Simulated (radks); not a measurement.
The sulfur anion S-, [Ne] 3s2 3p5, held by a Watson sphere: a shell of charge +1 at radius R that stands for the Madelung well of a crystal (potential energy -1/R inside, -1/r outside, in hartree with lengths in bohr). All-electron calculation, non-relativistic Kohn-Sham, LDA (Slater exchange, Perdew-Wang correlation), spin-polarised, spherical densities, point nucleus; open shells are filled with parallel spins first. Program: a radial shooting solver on a logarithmic mesh with Libxc functionals. Response by self-consistent Sternheimer equations with the Hartree and adiabatic LDA kernel. The sphere does not respond.

| R (bohr) | e(3s down) (eV) | e(3p up) (eV) | e(3p down) (eV) | <r> 3p (bohr) | sum of <r^2> (bohr^2) | X-ray form factor at sin(theta)/lambda = 0.2 1/angstrom | alpha (bohr^3) |
|---|---|---|---|---|---|---|---|
| 2.77 | -16.119 | -7.195 | -6.541 | 2.199 | 37.79 | 11.166 | 29.37 |
| 3.02 | -15.756 | -6.869 | -6.224 | 2.229 | 38.68 | 11.140 | 31.89 |
| 3.91 | -14.644 | -5.804 | -5.177 | 2.311 | 41.20 | 11.100 | 41.38 |
| 4.01 | -14.535 | -5.697 | -5.070 | 2.318 | 41.42 | 11.099 | 42.45 |
| 4.14 | -14.398 | -5.561 | -4.936 | 2.327 | 41.70 | 11.097 | 43.84 |
| 4.61 | -13.942 | -5.104 | -4.482 | 2.354 | 42.57 | 11.093 | 48.76 |
